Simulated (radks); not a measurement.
Valence configurations of the iron ion Fe+ (all share [Ar]). Method: scalar-relativistic Kohn-Sham, PBE, spin-unpolarised, spherical densities, finite nucleus; Fermi nuclear charge, rms radius 3.7377 fm; computed with a radial shooting solver on a logarithmic mesh with Libxc functionals. Energies are relative to 3d6 4s1; eigenvalues in eV.

[
 {"valence": "3d7", "E (eV)": "-2.093", "e(3d)": "-11.492", "e(4p)": "-", "e(4s)": "-"},
 {"valence": "3d6.5 4s0.5", "E (eV)": "-1.411", "e(3d)": "-13.573", "e(4p)": "-", "e(4s)": "-11.521"},
 {"valence": "3d6 4s1", "E (eV)": "0.000", "e(3d)": "-15.956", "e(4p)": "-", "e(4s)": "-12.329"},
 {"valence": "3d5.5 4s1.5", "E (eV)": "2.257", "e(3d)": "-18.617", "e(4p)": "-", "e(4s)": "-13.179"},
 {"valence": "3d6 4s0.5 4p0.5", "E (eV)": "2.510", "e(3d)": "-16.674", "e(4p)": "-7.719", "e(4s)": "-12.775"},
 {"valence": "3d5.5 4s1 4p0.5", "E (eV)": "4.907", "e(3d)": "-19.330", "e(4p)": "-8.275", "e(4s)": "-13.608"},
 {"valence": "3d5 4s2", "E (eV)": "5.477", "e(3d)": "-21.531", "e(4p)": "-", "e(4s)": "-14.052"},
 {"valence": "3d5 4s1.5 4p0.5", "E (eV)": "8.271", "e(3d)": "-22.234", "e(4p)": "-8.844", "e(4s)": "-14.464"},
 {"valence": "3d5 4s1 4p1", "E (eV)": "11.096", "e(3d)": "-22.918", "e(4p)": "-9.177", "e(4s)": "-14.859"},
 {"valence": "3d4 4s1 4p2", "E (eV)": "27.778", "e(3d)": "-30.644", "e(4p)": "-10.890", "e(4s)": "-17.261"}
]

NIST lists [Ar] 3d6 4s1 as the ground configuration; this level of theory puts 3d7 lower, by 2.093 eV. The energies are those of spherical spin-averaged densities, not of single terms.
